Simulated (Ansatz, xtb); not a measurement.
**C5H5N3S: which of two isomers lies lower**

Structure X is `CCc1nsc(C#N)n1`, a singlet and structure Y is `N#CCCc1ncns1`, a singlet. Both are isolated molecules in the gas phase, relaxed with r2SCAN-D4/def2-SVP; the shapes shown needn't be the lowest conformers.

X (Å):

```
atom    x (Å)    y (Å)    z (Å)
   C  -3.1855  -0.8733   0.1422
   C  -1.8878  -1.6309   0.4259
   C  -0.6736  -0.7951   0.1667
   C   0.6223   0.9424   0.4420
   C   1.1382   2.1755   0.9215
   N   0.2426  -1.1635  -0.7173
   N   1.5983   3.1825   1.2858
   N  -0.4969   0.3841   0.8374
   S   1.4369  -0.0191  -0.7675
   H  -3.2509  -0.5831  -0.9180
   H  -3.2420   0.0415   0.7508
   H  -4.0576  -1.5007   0.3784
   H  -1.8623  -1.9411   1.4853
   H  -1.8093  -2.5408  -0.1863
```

Y (Å):

| atom | x (Å) | y (Å) | z (Å) |
| --- | --- | --- | --- |
| C | 2.5606 | -0.2512 | 0.4725 |
| C | 1.2727 | -0.2029 | -0.2077 |
| C | 0.6802 | 1.2127 | -0.2072 |
| C | -0.6400 | 1.2512 | -0.9070 |
| C | -2.4149 | 0.5925 | -1.9919 |
| N | 3.5866 | -0.2686 | 1.0190 |
| N | -1.2289 | 0.2074 | -1.4370 |
| N | -2.7918 | 1.8500 | -1.9346 |
| S | -1.5988 | 2.6897 | -1.1238 |
| H | 1.3921 | -0.5642 | -1.2420 |
| H | 0.5764 | -0.9058 | 0.2777 |
| H | 0.5619 | 1.5726 | 0.8296 |
| H | 1.3793 | 1.9163 | -0.6915 |
| H | -3.0571 | -0.1425 | -2.4869 |

**Question.** Estimate E(Y) − E(X) at the level CCSD(T)/def2-SVP + ΔMP2/def2-TZVPP.

**Answer.** Calculated at CCSD(T)/def2-SVP + ΔMP2/def2-TZVPP: E(Y) − E(X) = −12.4 kJ/mol, so structure Y lies lower.

Level by level:

| level | geometry | E(Y) − E(X) (kJ/mol) | departure from the last row (kJ/mol) | job, with rough time for the two |
| --- | --- | --- | --- | --- |
| GFN2-xTB | GFN2-xTB | +2.5 | +14.9 | optimisation, 0.25 s |
| HF/STO-3G | GFN2-xTB | +2.9 | +15.2 | single point, 0.52 s |
| r2SCAN-D4/def2-SVP//GFN2-xTB | GFN2-xTB | −2.7 | +9.7 | single point, 4.6 s |
| r2SCAN-D4/def2-SVP | r2SCAN-D4/def2-SVP | −3.1 | +9.3 | optimisation, 60 s |
| HF/def2-SVP | r2SCAN-D4/def2-SVP | −28.1 | −15.7 | part of the CCSD(T) run |
| MP2/def2-SVP | r2SCAN-D4/def2-SVP | +3.6 | +16.0 | part of the CCSD(T) run |
| CCSD(T)/def2-SVP | r2SCAN-D4/def2-SVP | −5.8 | +6.5 | single point |
| CCSD(T)/def2-SVP + ΔMP2/def2-TZVPP | r2SCAN-D4/def2-SVP | −12.4 |  | single point, 2.2 min |

As drawn, both hold the same kinds of bond in the same numbers. Structure X has 1 methyl group, Y 0.

GFN2-xTB, HF/STO-3G, MP2/def2-SVP put the two in the other order. The largest departure from CCSD(T)/def2-SVP + ΔMP2/def2-TZVPP is that of MP2/def2-SVP, 16.0 kJ/mol. The last row adds to CCSD(T) the change of the MP2 difference between the two basis sets, here −6.5 kJ/mol.

With thermal terms from frequencies at re-optimised GFN2-xTB minima (ideal gas, soft modes damped towards free rotors, one conformer each, 298.15 K, 1 atm): the zero-point term adds −0.6 kJ/mol; ΔH is −13.5 and ΔG −13.3 kJ/mol.

The correlated steps freeze 13 core orbitals. Run with Ansatz 0.2.0, xtb 6.7.1; the last row on 4 threads of Arm Neoverse V1 on a shared host.
